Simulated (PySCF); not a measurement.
Which determinant of TlPb lies lowest?

Unrestricted PBE0; PySCF, scalar-relativistic core potentials, basis sets Tl cc-pVDZ-PP with ECP60, Pb cc-pVDZ-PP with ECP60. Outer shells of the fragments: Tl 5d10 6s2 6p1; Pb 5d10 6s2 6p2.

Followed along the bond (rough minima from three points):

| 2Ms+1 | unpaired | ⟨S²⟩ at the start | R at minimum (Å) | Te (eV) |
| --- | --- | --- | --- | --- |
| 4 | σ ↑, π ↑↑ | 3.75 | 2.98 | 0.00 |
| 2 | σ ↓, π ↑↑ | 1.76 | 2.97 | 0.41 |
| 2 | σ ↑, π ↑↓ | 1.76 | 2.98 | 0.42 |
| 2 | π ↑ | 0.75 | 3.20 | 0.63 |
| 2 | σ ↑ | 0.75 | 2.99 | 0.95 |

Solutions found at the starting distance of 2.825 Å, counted from the lowest of them; the search is not exhaustive and high or unbound solutions are not listed, so other states can lie among these:

```
2Ms+1   unpaired   term  E (eV)  ⟨S²⟩  ⟨Lz²⟩  μ (D)
    4  σ ↑, π ↑↑    ⁴Σ⁻    0.00  3.75   0.00  -1.41
    2  σ ↓, π ↑↑  mixed    0.40  1.76   0.00  -1.31
    2  σ ↑, π ↑↓  mixed    0.42  1.76   2.01  -1.18
    2        π ↑     ²Π    0.89  0.75   1.00  -0.20
    2        σ ↑  mixed    0.96  0.75   2.00  -0.71
    2        π ↑     ²Π    1.17  0.78   1.00  -1.51
    4      π ↑↑↑     ⁴Π    2.21  3.75   1.00   0.56
    4  σ ↑, π ↑↑  mixed    2.23  3.76   2.01   2.53
```

A term symbol is given only where ⟨S²⟩ and ⟨Lz²⟩ are close to those of a pure state; real π, δ and φ orbitals otherwise mix terms. A positive dipole means Tl(−)Pb(+).

These are scalar-relativistic numbers at best; spin–orbit coupling would shift them, the dissociation energy most.
